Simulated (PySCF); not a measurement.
Which determinant of LiSb lies lowest?

Unrestricted PBE0; Li x2c-SVPall, Sb x2c-SVPall; spin-free X2C with a Gaussian nucleus (PySCF 2.14). Outer shells of the fragments: Li 2s1; Sb 4d10 5s2 5p3.

Followed along the bond (rough minima from three points):

| 2Ms+1 | unpaired | ⟨S²⟩ at the start | R at minimum (Å) | Te (eV) |
| --- | --- | --- | --- | --- |
| 3 | π ↑↑ | 2.01 | 2.62 | 0.00 |
| 1 | π ↑↓ | 1.01 | 2.61 | 0.30 |
| 1 | none | 0.00 | 2.59 | 1.21 |
| 3 | σ ↑, π ↑ | 2.00 | none in the scan | ≤ 0.85 |
| 5 | σ ↑↑, π ↑↑ | 6.00 | none in the scan | ≤ 1.87 |

Solutions found at the starting distance of 2.650 Å, counted from the lowest of them; the search is not exhaustive and high or unbound solutions are not listed, so other states can lie among these:

```csv
2Ms+1,unpaired,term,E (eV),⟨S²⟩,⟨Lz²⟩,μ (D)
3,π ↑↑,³Σ⁻,0.00,2.01,0.00,-6.34
1,π ↑↓,mixed,0.31,1.01,2.01,-6.32
3,"σ ↑, π ↑",³Π,0.91,2.00,1.01,-6.51
1,none,mixed,1.21,0.00,2.00,-6.03
1,"σ ↓, π ↑",mixed,1.21,1.01,1.01,-6.47
5,"σ ↑↑, π ↑↑",⁵Σ⁻,2.01,6.00,0.00,4.65
3,"σ ↑↑, π ↑↓",mixed,2.68,3.01,2.01,4.73
1,"σ ↓↓, π ↑↑",mixed,2.70,2.01,0.00,4.77
3,"σ ↑, π ↑",³Π,3.03,2.00,1.00,4.97
1,"σ ↓, π ↑",mixed,3.05,1.00,1.00,5.04
5,"σ ↑, π ↑↑↑",⁵Π,3.43,6.00,1.00,1.00
3,σ ↑↑,mixed,3.66,2.00,2.00,4.83
3,"σ ↑, π ↑↑↓",mixed,4.09,3.01,3.01,1.03
5,"σ ↑↑, π ↑↑",mixed,8.95,6.00,2.00,11.16
```

A term symbol is given only where ⟨S²⟩ and ⟨Lz²⟩ are close to those of a pure state; real π, δ and φ orbitals otherwise mix terms. A positive dipole means Li(−)Sb(+).

Spin–orbit coupling is left out. Counting both spins, an empty level lies below a filled one in some of these solutions, because spin and occupation are held.
